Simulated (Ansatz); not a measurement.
C₂H₅N, triplet, geometry from GFN2-xTB (a higher spin typed on purpose: for a closed-shell molecule this is an excited state); MP2/STO-3G run with Ansatz (a program for electronic structure).

Ansatz was given this input:
Ansatz 0.2 input:
```yaml
crystal:
  periodic: [false, false, false]
  atoms:
    - {symbol: C, position_ang: [1.18220412, -0.18704546, 0.00761715]}
    - {symbol: N, position_ang: [-0.13698691, 0.02812507, 0.44949271]}
    - {symbol: C, position_ang: [-1.19713933, 0.18377426, -0.35550450]}
    - {symbol: H, position_ang: [1.53745989, 0.64718989, -0.61480816]}
    - {symbol: H, position_ang: [1.83221410, -0.29239572, 0.87664903]}
    - {symbol: H, position_ang: [1.25623146, -1.08844880, -0.61795110]}
    - {symbol: H, position_ang: [-1.93125172, -0.61564286, -0.33659213]}
    - {symbol: H, position_ang: [-1.64613406, 1.17204923, -0.36642255]}
basis:
  gaussian:
    orbitals: STO-3G
magnetization: {spin_polarized: true, initial_magnetization: 2}
correlation: {method: mp2}
```

Write the output that Ansatz gives for this input, abridged.


```
Functional definition: HF
277 factors; integrals over basis functions are off by at most 3.6e-5 eV
mean field evaluation 1: about -3572.6089 eV, gradient 1.1e1 eV
mean field evaluation 2: about -3572.7720 eV, gradient 1.1e1 eV
mean field evaluation 4: about -3574.1341 eV, gradient 1.5e0 eV
mean field evaluation 8: about -3574.1856 eV, gradient 8.5e-5 eV
mean field -3574.18413481 eV, -131.3488442853 hartree, gradient 1.2e-6 eV, S^2 2.007972; 0 other end points of the search recorded, 0 dependent functions left out
3 core orbitals not correlated
reference -3574.18413481 eV, -131.3488442853 hartree; 10, 8 occupied and 7, 9 virtual orbitals, 277 factors
second order -3.18668879 eV of doubles, -0.00000000 eV of singles
Total energy: -3577.37082360 eV, -131.4659529384 hartree
```
